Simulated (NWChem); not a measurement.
System: C3H8Si; SMILES C(C)(=C)[SiH3]

Here is an NWChem input.

```
start job
memory heap 200 mb stack 900 mb global 1100 mb
geometry units angstroms noautoz
  C      1.297899     1.114984     0.000000
  C      0.096601     0.519239     0.000000
  C     -1.185707     1.303023     0.000000
  Si    -0.007181    -1.359380     0.000000
  H      2.232122     0.544675     0.000000
  H      1.394543     2.208356     0.000000
  H     -1.801442     1.061840     0.883023
  H     -1.000646     2.388530     0.000000
  H     -1.801442     1.061840    -0.883023
  H      1.366323    -1.946893     0.000000
  H     -0.752312    -1.845770    -1.204887
  H     -0.752312    -1.845770     1.204887
end
basis spherical
  * library 6-31+g*
end
dft
  xc xpbe96 cpbe96
  iterations 150
end
tddft
  cis
  nroots 6
  notriplet
end
task tddft energy
```

Excerpt of the output:

```
             Northwest Computational Chemistry Package (NWChem) 7.3.0
             --------------------------------------------------------

 CS  symmetry detected

                             Geometry "geometry" -> ""
                             -------------------------

 Output coordinates in angstroms (scale by  1.889725989 to convert to a.u.)

  No.       Tag          Charge          X              Y              Z
 ---- ---------------- ---------- -------------- -------------- --------------
    1 C                    6.0000     1.33528099     1.06309674     0.00000000
    2 C                    6.0000     0.11372734     0.51007263     0.00000000
    3 C                    6.0000    -1.14015203     1.33857590     0.00000000
    4 Si                  14.0000    -0.05621898    -1.36371987     0.00000000
    5 H                    1.0000     2.24881759     0.46020716     0.00000000
    6 H                    1.0000     1.47041065     2.15238200     0.00000000
    7 H                    1.0000    -1.76400695     1.11924994     0.88302300
    8 H                    1.0000    -0.91693761     2.41688399     0.00000000
    9 H                    1.0000    -1.76400695     1.11924994    -0.88302300
   10 H                    1.0000     1.29571905    -1.99928917     0.00000000
   11 H                    1.0000    -0.81803398    -1.82353867    -1.20488700
   12 H                    1.0000    -0.81803398    -1.82353867     1.20488700

 Effective nuclear repulsion energy (a.u.)     155.8470392482

      Symmetry information
      --------------------

 Group name             Cs
 Group number              2
 Group order               2
 No. of unique centers    10

  pbe96 is a nonlocal functional; adding pw91lda local functional.

                                 NWChem DFT Module
                                 -----------------

 Summary of "ao basis" -> "ao basis" (spherical)
 ------------------------------------------------------------------------------
       Tag                 Description            Shells   Functions and Types
 ---------------- ------------------------------  ------  ---------------------
 C                          6-31+g*                  8       18   4s3p1d
 Si                         6-31+g*                 10       22   5s4p1d
 H                          6-31+g*                  2        2   2s

      Symmetry analysis of basis
      --------------------------

        a'         67
        a"         25

[...]

                                NWChem TDDFT Module
                                -------------------

            General Information
            -------------------
           No. of orbitals :     184
            Alpha orbitals :      92
             Beta orbitals :      92
        Alpha frozen cores :       0
         Beta frozen cores :       0
     Alpha frozen virtuals :       0
      Beta frozen virtuals :       0
         Spin multiplicity :       1
    Number of AO functions :      92
        Use of symmetry is : off
      Symmetry adaption is : on
         Schwarz screening :  0.10D-07

              XC Information
              --------------
   PerdewBurkeErnzerhof Exchange Functional   1.00
     Perdew 1991 LDA Correlation Functional   1.00 local
    PerdewBurkeErnz. Correlation Functional   1.00 non-local

             TDDFT Information
             -----------------
          Calculation type : Tamm-Dancoff TDDFT
         Wavefunction type : Restricted singlets
          No. of electrons :      40
           Alpha electrons :      20
            Beta electrons :      20
              No. of roots :       6
          Max subspacesize :    5200
            Max iterations :     100
               Target root :       1
           Target symmetry : none
      Symmetry restriction : off
                 Algorithm : Optimal
        Davidson threshold :  0.10D-03

    6 smallest eigenvalue differences (eV)
--------------------------------------------------------
  No. Spin  Occ  Vir  Irrep   E(Occ)    E(Vir)   E(Diff)
--------------------------------------------------------
    1    1   20   21 a'       -0.236    -0.045     5.206
    2    1   20   22 a"       -0.236    -0.016     5.972
    3    1   19   21 a"       -0.272    -0.045     6.198
    4    1   20   23 a"       -0.236     0.005     6.549
    5    1   20   24 a"       -0.236     0.015     6.824
    6    1   20   25 a"       -0.236     0.019     6.940
--------------------------------------------------------

  Entering Davidson iterations
  Restricted singlet excited states

  Iter   NTrls   NConv    DeltaV     DeltaE      Time
  ----  ------  ------  ---------  ---------  ---------
    1      6       0     0.24E+00   0.10+100        6.0
    2     12       0     0.11E+00   0.54E-01        5.0
    3     18       1     0.17E-01   0.15E-01        4.4
    4     23       5     0.20E-02   0.87E-03        4.1
    5     24       5     0.17E-03   0.11E-04        2.5
    6     25       6     0.40E-04   0.56E-07        2.7
  ----  ------  ------  ---------  ---------  ---------
  Convergence criterion met

  Ground state a'       -408.248983931438 a.u.

  ----------------------------------------------------------------------------
  Root   1 singlet a"             0.219724169 a.u.                5.9790 eV
  ----------------------------------------------------------------------------
     Transition Moments    X  0.00001   Y  0.00002   Z  0.05022
     Dipole Oscillator Strength                    0.0003693643
     Electric Quadrupole                           0.0000002852
     Magnetic Dipole                               0.0000006211
     Total Oscillator Strength                     0.0003702705

[...]
```

Level: PBE/6-31+G* (spherical d), TDA. Geometry: optimised at PBE0/def2-SVP.
